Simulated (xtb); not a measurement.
C$_{7}$H$_{14}$O$_{2}$ (SMILES CC(C)OC(=O)C(C)C), singlet, at a GFN2-xTB geometry; GFN1-xTB (xtb 6.7.1).

Here is a job for xtb.
```
$ xtb mol.xyz --gfn 1 --ohess --json

# file mol.xyz
23

C     -2.32306507     1.07032538     0.64251596
C     -1.87487723    -0.27296795     0.07669076
C     -2.81350309    -0.78506212    -1.00575308
O     -0.57422581    -0.13343070    -0.52158094
C      0.48931414    -0.22974627     0.27670932
O      0.43289500    -0.45388328     1.45763924
C      1.76985051     0.01407387    -0.50313694
C      2.87628061    -0.90593006     0.00222098
C      2.14539462     1.48688387    -0.31345545
H     -3.31061176     0.97419666     1.08448448
H     -1.62655243     1.40050323     1.40949361
H     -2.35760894     1.81534470    -0.14937216
H     -1.79014912    -1.00256083     0.89268149
H     -3.80626094    -0.93500579    -0.59153717
H     -2.87058422    -0.06382614    -1.81697333
H     -2.45012757    -1.72851051    -1.40457970
H      1.56453539    -0.17302662    -1.56062558
H      2.63195870    -1.94634598    -0.19889738
H      2.99242536    -0.78273467     1.07611169
H      3.81783932    -0.66743740    -0.48622495
H      1.35374000     2.13485750    -0.68313021
H      3.06050425     1.71109865    -0.85653732
H      2.30517143     1.69649887     0.74189102
```

Output, abridged:

```
   ID    Z sym.   atoms
    1    6 C      1-3, 5, 7-9
    2    8 O      4, 6
    3    1 H      10-23

           -------------------------------------------------
          |                Calculation Setup                |
           -------------------------------------------------

           -------------------------------------------------
          |                 G F N 1 - x T B                 |
           -------------------------------------------------

          ...................................................
          :                      SETUP                      :
          :.................................................:
          :  # basis functions                  64          :
          :  # atomic orbitals                  64          :
          :  # shells                           46          :
          :  # electrons                        54          :
          :  # halogen bonds                     0          :
          :  max. iterations                   250          :
          :  Hamiltonian                  GFN1-xTB          :
          :  restarted?                      false          :
          :  GBSA solvation                  false          :
          :  PC potential                    false          :
          :  electronic temp.          300.0000000     K    :
          :  accuracy                    1.0000000          :
          :  -> integral cutoff          0.2500000E+02      :
          :  -> integral neglect         0.1000000E-07      :
          :  -> SCF convergence          0.1000000E-05 Eh   :
          :  -> wf. convergence          0.2000000E-04 e    :
          :  Broyden damping             0.4000000          :
          :  net charge                          0          :
          :  unpaired electrons                  0          :
          ...................................................

 iter      E             dE          RMSdq      gap      omega  full diag
   1    -31.9981152 -0.319981E+02  0.792E+00    6.56       0.0  T
   2    -32.1428390 -0.144724E+00  0.473E+00    5.19       1.0  T
   3    -32.1382267  0.461227E-02  0.148E+00    5.84       1.0  T
   4    -32.1501656 -0.119389E-01  0.182E-01    5.39       1.0  T
   5    -32.1505353 -0.369634E-03  0.457E-02    5.46       1.0  T
   6    -32.1505602 -0.249318E-04  0.292E-03    5.45       7.1  T
   7    -32.1505603 -0.119426E-06  0.103E-03    5.45      20.2  T
   8    -32.1505603 -0.124550E-07  0.128E-04    5.45     163.0  T
   9    -32.1505603 -0.191989E-10  0.110E-04    5.45     190.4  T

   *** convergence criteria satisfied after 9 iterations ***

         :::::::::::::::::::::::::::::::::::::::::::::::::::::
         ::                     SUMMARY                     ::
         :::::::::::::::::::::::::::::::::::::::::::::::::::::
         :: total energy             -31.797560811621 Eh    ::
         :: gradient norm              0.008187950629 Eh/a0 ::
         :: HOMO-LUMO gap              5.448952684671 eV    ::
         ::.................................................::
         :: SCC energy               -32.150560337098 Eh    ::
         :: -> electrostatic           0.087127145901 Eh    ::
         :: repulsion energy           0.362283364068 Eh    ::
         :: dispersion energy         -0.009283838591 Eh    ::
         :: halogen bond corr.         0.000000000000 Eh    ::
         :: add. restraining           0.000000000000 Eh    ::
         :: total charge              -0.000000000000 e     ::
         :::::::::::::::::::::::::::::::::::::::::::::::::::::

      -----------------------------------------------------------
     |                   =====================                   |
     |                        A N C O P T                        |
     |                   =====================                   |
     |               Approximate Normal Coordinate               |
     |                Rational Function Optimizer                |
[...]
 * total energy  :   -31.7980311 Eh     change       -0.3048111E-04 Eh
 * total energy  :   -31.7981159 Eh     change       -0.8478552E-04 Eh
 * total energy  :   -31.7981652 Eh     change       -0.4926093E-04 Eh
 * total energy  :   -31.7982415 Eh     change       -0.7629374E-04 Eh
 * total energy  :   -31.7982717 Eh     change       -0.3020747E-04 Eh
 * total energy  :   -31.7982966 Eh     change       -0.2490495E-04 Eh
 * total energy  :   -31.7983121 Eh     change       -0.1553547E-04 Eh
 * total energy  :   -31.7983208 Eh     change       -0.8643034E-05 Eh
 * total energy  :   -31.7983259 Eh     change       -0.5182575E-05 Eh
 * total energy  :   -31.7983317 Eh     change       -0.5743141E-05 Eh
 * total energy  :   -31.7983398 Eh     change       -0.8164189E-05 Eh
 * total energy  :   -31.7983426 Eh     change       -0.2705581E-05 Eh
   *** GEOMETRY OPTIMIZATION CONVERGED AFTER 26 ITERATIONS ***
         :: total energy             -31.798342553141 Eh    ::
[...]
          |             Thermodynamic Functions             |
           -------------------------------------------------

c1  symmetry found (for desy threshold:  0.10E+00) used in thermo

          ...................................................
          :                      SETUP                      :
          :.................................................:
          :  # frequencies                          63      :
          :  # imaginary freq.                       0      :
          :  linear?                             false      :
          :  only rotor calc.                    false      :
          :  symmetry                               c1      :
          :  rotational number                       1      :
          :  scaling factor                  1.0000000      :
          :  rotor cutoff                   50.0000000 cm⁻¹ :
          :  imag. cutoff                  -20.0000000 cm⁻¹ :
          :.................................................:

    mode    ω/cm⁻¹     T·S(HO)/kcal·mol⁻¹    T·S(FR)/kcal·mol⁻¹   T·S(vib)
   ------------------------------------------------------------------------
       1     25.34    -1.83783 (  6.19%)    -1.25740 ( 93.81%)    -1.29334
       2     59.74    -1.33144 ( 67.09%)    -1.00362 ( 32.91%)    -1.22354
       3     80.78    -1.15439 ( 87.20%)    -0.91430 ( 12.80%)    -1.12366
       4    130.44    -0.87643 ( 97.89%)    -0.77240 (  2.11%)    -0.87423
       5    172.71    -0.71728 ( 99.30%)    -0.68926 (  0.70%)    -0.71708
       6    174.56    -0.71134 ( 99.33%)    -0.68611 (  0.67%)    -0.71117
       7    194.31    -0.65184 ( 99.56%)    -0.65436 (  0.44%)    -0.65185
       8    200.31    -0.63512 ( 99.61%)    -0.64535 (  0.39%)    -0.63516
       9    255.03    -0.50553 ( 99.85%)    -0.57382 (  0.15%)    -0.50563
      10    282.06    -0.45353 ( 99.90%)    -0.54398 (  0.10%)    -0.45362
      11    287.88    -0.44316 ( 99.91%)    -0.53793 (  0.09%)    -0.44325
   ------------------------------------------------------------------------

   temp. (K)  partition function   enthalpy   heat capacity  entropy
                                   cal/mol     cal/K/mol   cal/K/mol   J/K/mol
 298.15  VIB  0.107E+05             5594.225     33.534     34.900
         ROT  0.572E+06              888.752      2.981     29.325
         INT  0.611E+10             6482.978     36.515     64.225
         TR   0.144E+28             1481.254      4.968     40.486
         TOT                        7964.2315    41.4834   104.7107   438.1096

       T/K    H(0)-H(T)+PV         H(T)/Eh          T*S/Eh         G(T)/Eh
   ------------------------------------------------------------------------
    298.15    0.126918E-01    0.212189E+00    0.497514E-01    0.162437E+00
   ------------------------------------------------------------------------

         :::::::::::::::::::::::::::::::::::::::::::::::::::::
         ::                  THERMODYNAMIC                  ::
         :::::::::::::::::::::::::::::::::::::::::::::::::::::
         :: total free energy         -31.635905085213 Eh   ::
         ::.................................................::
         :: total energy              -31.798342553141 Eh   ::
         :: zero point energy           0.199497093582 Eh   ::
         :: G(RRHO) w/o ZPVE           -0.037059625654 Eh   ::
         :: G(RRHO) contrib.            0.162437467928 Eh   ::
         :::::::::::::::::::::::::::::::::::::::::::::::::::::

optimized geometry written to: xtbopt.xyz

           -------------------------------------------------
          | TOTAL ENERGY              -31.798342553141 Eh   |
          | TOTAL ENTHALPY            -31.586153648735 Eh   |
          | TOTAL FREE ENERGY         -31.635905085213 Eh   |
          | GRADIENT NORM               0.000434653253 Eh/α |
          | HOMO-LUMO GAP               5.470038586560 eV   |
           -------------------------------------------------

normal termination of xtb
```
